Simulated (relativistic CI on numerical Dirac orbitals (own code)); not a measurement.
**Transition arrays of Rb15+**

These numbers are calculated, not measured: Dirac-Coulomb-Breit CI, separate exchange-only KLI orbitals for each configuration, QED by a radiative potential, valence Slater integrals scaled by 0.9, whole transition arrays (own radial code, finite nucleus).

CI space (outside the closed core [Ne] 3s2): 3p6 3d4, 3p6 3d3 4f, 3p5 3d5, 3p6 3d3 4p, 3p6 3d3 5f. Levels of other configurations are missing.

All E1 lines from the levels of 3p6 3d4; mean and standard deviation are weighted by gf, and upper levels are sorted by their leading configuration.

| Upper configuration | Lines | Σgf | Mean (eV) | Mean (nm) | σ (eV) | Strongest line (nm) |
| --- | --- | --- | --- | --- | --- | --- |
| 3p6 3d3 4f | 2825 | 548.3 | 322.91 | 3.840 | 4.15 | 3.808 |
| 3p5 3d5 | 3245 | 299.7 | 137.53 | 9.015 | 10.15 | 8.274 |
| 3p6 3d3 4p | 1718 | 37.1 | 241.45 | 5.135 | 4.09 | 5.092 |
| 3p6 3d3 5f | 2825 | 217.0 | 403.26 | 3.075 | 4.60 | 3.061 |

Σgf per state of the lower configuration in bins of 0.2 nm over the central range (centre: value): 3.1: 1.02, 3.7: 0.42, 3.9: 2.17, 5.1: 0.13, 5.3: 0.03, 8.1: 0.04, 8.3: 0.19, 8.5: 0.16, 8.7: 0.22, 8.9: 0.16, 9.1: 0.16, 9.3: 0.12, 9.5: 0.07, 9.7: 0.07, 9.9: 0.07, 10.1: 0.06.

How do configuration mixing and the scaling of the Slater integrals move the arrays?

Slater scale 0.9, no configuration mixing: 3p6 3d3 4f 322.8 ± 4.1 eV (Σgf 529.4), 3p5 3d5 137.8 ± 10.2 eV (Σgf 323.2), 3p6 3d3 4p 241.6 ± 4.0 eV (Σgf 40.7), 3p6 3d3 5f 403.1 ± 4.6 eV (Σgf 166.9); Slater scale 1: 3p6 3d3 4f 323.4 ± 4.6 eV (Σgf 553.9), 3p5 3d5 139.4 ± 11.1 eV (Σgf 300.7), 3p6 3d3 4p 241.5 ± 4.5 eV (Σgf 36.8), 3p6 3d3 5f 403.5 ± 5.1 eV (Σgf 219.8); Slater scale 0.8: 3p6 3d3 4f 322.4 ± 3.7 eV (Σgf 542.8), 3p5 3d5 135.7 ± 9.3 eV (Σgf 298.6), 3p6 3d3 4p 241.4 ± 3.6 eV (Σgf 37.5), 3p6 3d3 5f 403.0 ± 4.1 eV (Σgf 214.4). With mixing, levels are counted to their leading configuration, so an array can shrink or vanish into another, and the sums then hold other lines.
